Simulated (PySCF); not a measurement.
Isomers of C7H9FO, one GFN2-xTB conformer each. Single-point energies are computed at PBE0/pcSseg-1 (PySCF, gas phase, no added dispersion term), electronic only.

```
                     SMILES  GFN2-xTB relative energy (kJ/mol)
    C#C[C@@H]1CC[C@@]1(F)OC                                0.0
C=C1C(=C)[C@@H](OC)[C@@H]1F                                0.5
```

Conformers: `[CH:1]#[C:2][C@@H:3]1[CH2:4][CH2:5][C@@:6]1([F:7])[O:8][CH3:9]` with C5–C6–O8–C9 174°, C2–C3–C4–C5 -129°, C3–C4–C5–C6 10°, C4–C5–C6–F7 104°, C2–C3–C6–C5 130°; `[CH2:1]=[C:2]1[C:3](=[CH2:4])[C@@H:5]([O:6][CH3:7])[C@@H:8]1[F:9]` with C3–C5–O6–C7 180°, C1–C2–C3–C4 16°, C2–C3–C5–O6 -129°, C3–C5–C8–F9 128°, C1–C2–C8–C5 168°.

**Question.** What does PBE0/pcSseg-1 give for the same structures?

**Answer.** 
| SMILES | PBE0/pcSseg-1 E (Eh) | PBE0/pcSseg-1 (kJ/mol) | GFN2-xTB (kJ/mol) | point group |
| --- | --- | --- | --- | --- |
| C=C1C(=C)[C@@H](OC)[C@@H]1F | -446.58371 | 0.0 | 0.5 | C1 |
| C#C[C@@H]1CC[C@@]1(F)OC | -446.57574 | 20.9 | 0.0 | C1 |

GFN2-xTB puts C#C[C@@H]1CC[C@@]1(F)OC lowest instead. As drawn, the lower has a C=C bond outside aromatic rings, which the higher lacks; the higher has a C≡C bond, which the lower lacks.

**Question.** Which frontier levels, dipoles and rotational constants go with these structures?

**Answer.** 
```csv
SMILES,"HOMO (eV, PBE0/pcSseg-1)",LUMO (eV),dipole (D),"A, B, C (MHz)"
C=C1C(=C)[C@@H](OC)[C@@H]1F,-6.96,-1.51,0.57,"2224, 1428, 924.1"
C#C[C@@H]1CC[C@@]1(F)OC,-7.50,0.96,1.33,"2115, 1569, 1163"
```

**Question.** As an exercise, what shares would exp(−E/RT) give at 2000 K from these electronic energies alone (no entropy, no degeneracies)?

**Answer.** RT = 16.629 kJ/mol: C=C1C(=C)[C@@H](OC)[C@@H]1F 77.9 %, C#C[C@@H]1CC[C@@]1(F)OC 22.1 %.
